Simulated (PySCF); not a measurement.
# [BeH3]- at several levels of theory

All levels use the PBE0 minimum (singlet; Be–H 1.426 Å (×3); H–Be–H 120.0° (×3)), basis [Be def2-TZVPD, H def2-TZVPD], no relativity, density fitting, no spin–orbit coupling, PySCF. For vertical energies the ionised species is a doublet (spins chosen at PBE0 and kept). Open shells are unrestricted, also as the reference of the correlated levels. A dash marks a value that was not computed or is not defined at that level.

```tsv
level	vertical detachment energy (eV)	−ε(HOMO) (eV)	gap (eV)
PBE0	3.71	1.41	5.36
CCSD(T)	3.87	–	–
HF	3.19	4.40	9.42
PBE	3.62	0.25	3.73
r2SCAN	3.58	0.48	4.53
B3LYP	3.79	1.26	5.05
TPSSh	3.65	0.86	4.67
MP2	3.85	–	–
r2SCANh	3.63	0.92	5.08
M06-L	3.49	0.43	4.49
```

For BeH₃⁻ itself CCSD(T) correlates 8 electrons; T1 = 0.007, D1 = 0.012, (T) = -4 kJ/mol.

(1) Which levels differ least and most from CCSD(T) in the vertical detachment energy?

Results:

(1) Least: MP2 (-0.02 eV); most: HF (-0.68 eV).

The lowest empty level of this anion is unbound, so it and the gap depend on the basis.
